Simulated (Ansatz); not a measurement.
```xyz
12

C     1.501   -0.411    0.273
Si   -0.214    0.329    0.243
N    -1.526   -0.713    0.604
N    -0.455    0.889   -1.362
H     1.592   -1.226   -0.450
H     1.727   -0.809    1.265
H     2.263    0.338    0.036
H    -0.289    1.361    1.323
H    -1.730   -1.522    0.042
H    -1.861   -0.812    1.547
H     0.316    1.247   -1.901
H    -1.323    1.328   -1.621
```

Charge 0, multiplicity 1.

(1) List the ωB97M-V/def2-TZVPP orbital energies in eV (Ansatz). (Best estimate.)

## Answers

(1) Ansatz gave: Occupied: -1806.60, -393.65, -393.64, -280.51, -147.57, -101.70, -101.69, -101.67, -26.39, -25.74, -21.89, -17.02, -16.05, -15.91, -13.92, -13.69, -13.12, -12.31, -11.34, -9.73, -9.37. Lowest empty: 2.43, 2.82, 3.19, 3.88, 4.31, 4.65, 4.96, 5.26.
